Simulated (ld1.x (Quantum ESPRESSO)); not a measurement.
**Building the ultrasoft potential for Pm (PBE, scalar-relativistic).**

ld1.x (Quantum ESPRESSO) 7.5 input, shortened:

```
&input
   title='Pm', zed=61., rel=1, dft='PBE', iswitch=3,
   config='[Xe] 4f4 5d1 6s2 6p0'
 /
 &inputp
   pseudotype=3, tm=.true., lloc=-1, rcloc=1.10,
   nlcc=.true.,
   which_augfun='PSQ', rmatch_augfun=0.90
 /
8
5S  1  0   2.00   0.00  1.85  2.35  0.0
6S  2  0   2.00   0.00  1.85  2.35  0.0
5P  2  1   6.00   0.00  2.45  2.75  0.0
6P  3  1   0.00   0.00  2.45  2.75  0.0
5D  3  2   1.00   0.00  1.90  2.05  0.0
5D  3  2   0.00   4.20  1.90  2.05  0.0
4F  4  3   4.00   0.00  1.05  1.92  0.0
4F  4  3   0.00   3.35  1.05  1.92  0.0
 &test
   configts(1)='4f4 5s2 5p6 5d1 6s2 6p0'
 /
```

**Question.** Is the overlap operator S = 1 + Σ q|β⟩⟨β| positive definite (Bessel basis up to 400 Ry)?

**Answer.** No: its lowest eigenvalue is -0.621, in the p channel, so the generalised eigenproblem breaks down once the basis is large enough.

Its largest configuration-test error is -774 meV (4f5 5s2 5p6 5d0 6s0 6p1). 1 of 7 tests not solved or not reliable. Not counted: 4f5 5s2 5p6 5d0.5 6s1.5 6p0 (solver errors, printed error -1.5 eV).

The ghost test of this file was not conclusive. Its overlap operator is not positive definite in a basis up to 400 Ry (lowest eigenvalue s -0.03, p -0.62), so the file is unfit for use: the generalised eigenproblem breaks down once the basis is large enough, and its test numbers describe a broken file.
